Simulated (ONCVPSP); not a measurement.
Pseudopotential generation for lithium (Li): ONCV, PBE, scalar-relativistic.

ONCVPSP 4.0.1 input, shortened (lines: element, Z, core and valence counts, functional; n l f; lmax; l rc ep ncon nbas qcut; lloc lpopt rc5 dvloc0; l nproj debl; icmod fcfact rcfact), PBE, scalar-relativistic:

```
  Li 3.00    1    1        4      upf
    1    0    2.00
    2    0    1.00
    1
    0    3.25    0.00    3    6    1.60
    1    2.95    0.14    3    6    2.90
    1    5    2.95    0.00
    0    2    1.40
    1    0    0.80
    4    0.45    0.00
```

In the p channel the program set the typed energies aside and used 0.050 Ha.

* Cutoffs needed: 1.2 Ha and 6.5 Ha (the cutoffs (Ha) at which the residual kinetic energy of the hardest occupied pseudo-wave falls to 1 and 0.1 mHa per electron) The cutoffs count occupied waves only; projector 2 of the s channel, the hardest unoccupied one, needs 10 Ha at the loose tolerance.
* Ghost test: no bound ghost flagged; no localised positive-energy state flagged
* Largest excitation error: -10 meV (all-electron minus pseudo) for 2s0 2p1, out of 2 test configurations
* rms error of d²Exc/dni dnj: 3.48 mHa without and 0.00 mHa with the model core
